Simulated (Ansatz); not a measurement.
`[SiH3][Zn][Cl]` + `CCO` → `CC[O][Zn][Cl]` + SiH₄ at 500 K and 1 bar (cleavage of the Zn–Si bond).

Program: Ansatz. Geometries: PBE0-D4/def2-TZVP. ΔE: electronic, gas phase. CCSD(T)/CBS is the MP2 limit (def2-TZVPP, def2-QZVPP) plus CCSD(T) − MP2 in def2-TZVPP, frozen cores. This one scheme is used for every species. For Zn outer-core shells are correlated without core-valence functions, which leaves a few kJ/mol of doubt a bond. Scalar relativity is left out up to krypton. One conformer a species, not always the lowest.

```json
{"species": "`[SiH3][Zn][Cl]`", "CCSD(T)/CBS energy (Eh)": "-2529.09474", "H − E (kJ/mol)": "102.5", "S (J/(mol·K))": "359.2"}
{"species": "`CCO`", "CCSD(T)/CBS energy (Eh)": "-154.88256", "H − E (kJ/mol)": "240.4", "S (J/(mol·K))": "310.3"}
{"species": "`CC[O][Zn][Cl]`", "CCSD(T)/CBS energy (Eh)": "-2392.51110", "H − E (kJ/mol)": "231.2", "S (J/(mol·K))": "425.1"}
{"species": "SiH₄", "CCSD(T)/CBS energy (Eh)": "-291.46306", "H − E (kJ/mol)": "102.4", "S (J/(mol·K))": "230.9"}
```

H − E and S are ideal-gas, rigid-rotor, harmonic terms from PBE0-D4/def2-TZVP, for one conformer and one mirror image of each species. 1 Eh = 2625.50 kJ/mol, R = 8.31446 J/(mol·K).

Question: By hand: ΔE, ΔH, ΔS and ΔG.

Answer: ΔE = (-2392.51110) + (-291.46306) − (-2529.09474) − (-154.88256) = 0.00314 Eh = 8.2 kJ/mol. Δ(H − E) = 231.2 + 102.4 − 102.5 − 240.4 = -9.3, so ΔH = -1.1 kJ/mol. ΔS = 425.1 + 230.9 − 359.2 − 310.3 = -13.5 J/(mol·K). ΔG = -1.1 − 500 × (-13.5)/1000 = 5.7 kJ/mol.

Question: By hand: the equilibrium constant, and the temperature at which ΔG would vanish if ΔH and ΔS stayed fixed.

Answer: log₁₀ K = −ΔG/(RT ln 10) = -0.6. ΔG = 0 at ΔH/ΔS = 81 K, though so small a ΔH makes that figure unsure.

TΔS isn't small against ΔH here. The sign of ΔG lies within the doubt. A doubt of 5 kJ/mol in ΔE shifts log₁₀ K by 0.5 here. Other conformers and mirror images would add mixing entropy, several J/(mol·K) or more a flexible species. Modes under 60 cm⁻¹, often nearly free rotors, make the harmonic entropy too high. These are equilibria of isolated gas molecules and say nothing of rates. Largest T1 diagnostic: 0.015 (customary marks: 0.02 for closed shells, 0.045 for open ones).
